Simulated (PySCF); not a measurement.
Cartesian coordinates in Å; atom numbers follow the order of the lines, from 1:
```xyz
22

C     3.2549    0.1494    0.4618
C     2.3737    0.6755   -0.6723
C     0.9385    0.3353   -0.4381
C     0.3428   -0.9459   -0.5980
C    -0.9700   -0.8416   -0.2475
C    -2.0310   -1.8839   -0.2363
N    -1.2285    0.4570    0.1302
Si   -2.7527    1.1074    0.6734
C    -0.0492    1.1582    0.0079
H     3.1548   -0.9303    0.5467
H     2.9559    0.5951    1.4080
H     4.3006    0.3886    0.2796
H     2.4826    1.7597   -0.7456
H     2.7036    0.2351   -1.6167
H     0.8403   -1.8333   -0.9391
H    -2.4344   -2.0181    0.7676
H    -2.8543   -1.6094   -0.8960
H    -1.6163   -2.8306   -0.5729
H    -3.1598    0.3965    1.8879
H    -3.7459    0.9323   -0.3890
H    -2.5016    2.5195    0.9409
H    -0.0145    2.2030    0.2467
```

Method: σ from GIAO-PBE0/pcSseg-1, geometry from GFN2-xTB, in PySCF (in vacuum, fast rotation and ring inversion assumed for equivalent nuclei, no relativistic terms, one conformer).

References, each an isolated molecule treated in the same way: 13C (186.93 ppm), 1H (31.72 ppm), 29Si (349.16 ppm) vs TMS; NH3 for 15N (267.73 ppm).

```csv
atoms,nucleus,count,δ (ppm)
H22,1H,1,?
Si8,29Si,1,-56.0
H15,1H,1,?
H13/H14,1H,2,2.47
H16/H17/H18,1H,3,2.45
C6,13C,1,15.5
H10/H11/H12,1H,3,?
C4,13C,1,117.7
C2,13C,1,?
H19/H20/H21,1H,3,5.01
N7,15N,1,159.4
C3,13C,1,?
C9,13C,1,125.3
C1,13C,1,21.9
C5,13C,1,137.4
```

Estimate the values marked ?.

Answers


- C3: 135.3 ppm, substituted aromatic carbon
- C2: 25.2 ppm, sp3 CH2 on an aromatic ring; saturated and bonded to C and H only
- H22: 6.35 ppm, hydrogen on an aromatic CH next to a ring nitrogen; ring-current deshielding
- H15: 6.25 ppm, hydrogen on an aromatic CH; ring-current deshielding
- H10/H11/H12: 1.15 ppm, hydrogen on a methyl carbon

Shifts are as computed. Against solution values, carbons near 30 ppm lie about +3 ppm off and those near 130 ppm about +5 ppm. Of 1309 compounds with measured shifts, 239 miss one by over three times the rms of a fit or turn the order of signals round; such compounds aren't used in these exercises. Experimental scales use liquid or dissolved standards, which lie at an offset from isolated NH3 (liquid NH3: subtract about 20 ppm). Unscaled 15N shifts of sp2 nitrogen come out 20 to 40 ppm too high even then.
